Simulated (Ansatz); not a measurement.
# A barrier at the coupled-cluster level

Start structure (SiH₅SBr, closed shell), relaxed at PBE0-D4/def2-TZVP:

| atom | x (Å) | y (Å) | z (Å) |
| --- | --- | --- | --- |
| Si1 | -0.3318 | -1.1423 | 0.0038 |
| S2 | 1.4112 | 0.0577 | 0.3964 |
| H3 | -0.1472 | -1.6144 | -1.3872 |
| H4 | -0.3885 | -2.2900 | 0.9413 |
| H5 | -1.5634 | -0.3272 | 0.1268 |
| H6 | 0.3886 | 1.9182 | -0.5723 |
| Br7 | -0.3991 | 2.9851 | -1.1446 |
| H8 | 1.0302 | 0.4130 | 1.6358 |

The step: SiH₄S ([SiH3][SH]) + HBr → SiH₃Br ([SiH3][Br]) + H₂S; bonds formed: Si1–Br7, S2–H6; bonds broken: Si1–S2, H6–Br7. Computed with Ansatz 0.2.0 (basis: def2-TZVPP and def2-QZVPP); correlated methods freeze the cores. Filled d shells of the heavier atoms are correlated. The def2 sets are not built for correlating such inner shells, so the correlated values are less sure here. Extrapolation: Hartree–Fock as exp(−7.88 √X), correlation as X^−2.97. Energies below are by CCSD(T) at an estimated basis limit (MP2 extrapolated from triple and quadruple zeta, plus CCSD(T) − MP2 in triple zeta).

Task: What are the electronic barrier and the energy of the step, from the start structure to the end structure? (An estimate is asked for; the value comes from the calculation.)

Result: Computed: Barrier 113.7 kJ/mol; step energy -33.7 kJ/mol (downhill); reverse barrier, their difference, 147.4 kJ/mol. Barrier and step energy count from the start structure, the reverse barrier from the end structure.

The saddle point: One imaginary mode of 300i cm⁻¹.
| pair | start (Å) | saddle (Å) | end (Å) |
| --- | --- | --- | --- |
| Si1–Br7 | 4.28 | 2.67 | 2.23 |
| S2–H6 | 2.33 | 1.39 | 1.34 |
| Si1–S2 | 2.15 | 2.34 | 3.82 |
| H6–Br7 | 1.44 | 2.18 | 3.28 |

Zero-point energy (harmonic, PBE0-D4): ZPE is 109.9 kJ/mol at the start and 111.7 kJ/mol at the saddle, so the barrier goes from 113.7 to 115.5 kJ/mol.

The T1 diagnostic stays at or below 0.011.

Labels in which every atom is bracketed show which atoms are joined, not bond orders.

For scale, one of the runs: CCSD(T)/def2-TZVPP, 202 basis functions, launched by `ansatz run in.yaml --threads 4 --pin off --events-out ev --progress --plain --max-ram 9574MiB`. Time: 63 s of wall clock on 4 CPU threads of an Arm Neoverse V1; the host was shared. Peak host memory: 2.3 GiB.
